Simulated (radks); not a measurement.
Exchange energies: the exact (Fock) value of the Kohn-Sham orbitals and density-functional approximations, as 100 (|E| - |E exact|)/|E exact|, negative where the magnitude is too small. Species: Lu+ [Xe] 4f14 6s2; Au+ [Xe] 4f14 5d10; Be2+ [He]. Method: non-relativistic Kohn-Sham, PBE, spin-polarised, spherical densities, point nucleus; computed with a radial shooting solver on a logarithmic mesh with Libxc functionals. Every spin shell is full or empty, so the densities are truly spherical. Functionals are evaluated on that one density, not self-consistently.

functional            Lu+       Au+      Be2+
exact (hartree)  -282.260  -337.972  -2.26464
LDA                 -3.81     -3.80    -14.00
B88                 +0.30     +0.09     -0.40
PBE                 -0.12     -0.32     -1.58
revPBE              -0.02     -0.23     -0.12
OPTX                +1.97     +1.91     -0.25
WC                  -0.43     -0.60     -3.61
AM05                -3.59     -3.60    -10.78
B86b                +0.25     +0.03     -0.62
EV93                -0.24     -0.48     +4.35
APBE                +0.51     +0.27     0.00
revTPSS             -0.69     -0.88     +0.21
SCAN                +0.25     +0.07     +0.26
MS2                 -0.44     -0.64     +0.35
Tao-Mo              -0.61     -0.81     +0.35
